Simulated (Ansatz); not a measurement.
H3NOSSiZn, SMILES `O[SiH]1[NH][Zn][S]1`, 8 atoms. The species carries charge 0 and has multiplicity 1. For Zn the d shell is correlated and the shells below it are frozen. Scalar relativity is left out up to krypton. All runs use 4 threads of an Arm Neoverse V2 on a shared host. Correlated methods freeze the cores.

(1) Give the basis size and wall time and peak host memory of each of these runs in Ansatz. RKS PBE0-D4/def2-TZVP relaxation (11 steps); RKS r2SCAN-D4/def2-TZVPP energy and forces; direct RPA on PBE orbitals with 3s3p of Cu, Zn/def2-TZVPP energy; RKS PBE0-D4/def2-TZVP frequencies; RHF-CCSD(T) with 3s3p of Cu, Zn/def2-SVP energy; RHF-MP2 with 3s3p of Cu, Zn/def2-QZVPP energy; RKS ωB97M-V/def2-QZVPP energy; RKS PBE-D4/def2-TZVPP energy and forces; RKS CAM-B3LYP-D4/def2-TZVPP energy; RKS B2PLYP (frozen core with 3s3p of Cu, Zn)/def2-TZVPP energy; RKS PBE0-D4/def2-QZVPP energy; RKS PBE0-D4/def2-SVP energy. (An estimate is asked.)

Answers

(1) Computed: Other jobs shared the machine, so times are rough.

```tsv
level	job	functions	wall time	peak host memory (GiB)
RKS PBE0-D4/def2-SVP	energy	110	1.6 s	0.25
RKS PBE-D4/def2-TZVPP	energy and forces	252	3.2 s	0.39
RKS CAM-B3LYP-D4/def2-TZVPP	energy	252	5.5 s	0.93
RHF-CCSD(T) with 3s3p of Cu, Zn/def2-SVP	energy	110	6 s	0.47
direct RPA on PBE orbitals with 3s3p of Cu, Zn/def2-TZVPP	energy	252	6.5 s	0.63
RKS r2SCAN-D4/def2-TZVPP	energy and forces	252	7 s	0.43
RKS B2PLYP (frozen core with 3s3p of Cu, Zn)/def2-TZVPP	energy	252	7.5 s	0.76
RKS PBE0-D4/def2-QZVPP	energy	444	12 s	2.1
RHF-MP2 with 3s3p of Cu, Zn/def2-QZVPP	energy	444	26 s	2.7
RKS ωB97M-V/def2-QZVPP	energy	444	28 s	2.4
RKS PBE0-D4/def2-TZVP	relaxation (11 steps)	202	55 s	0.67
RKS PBE0-D4/def2-TZVP	frequencies	202	2.5 min	0.67
```
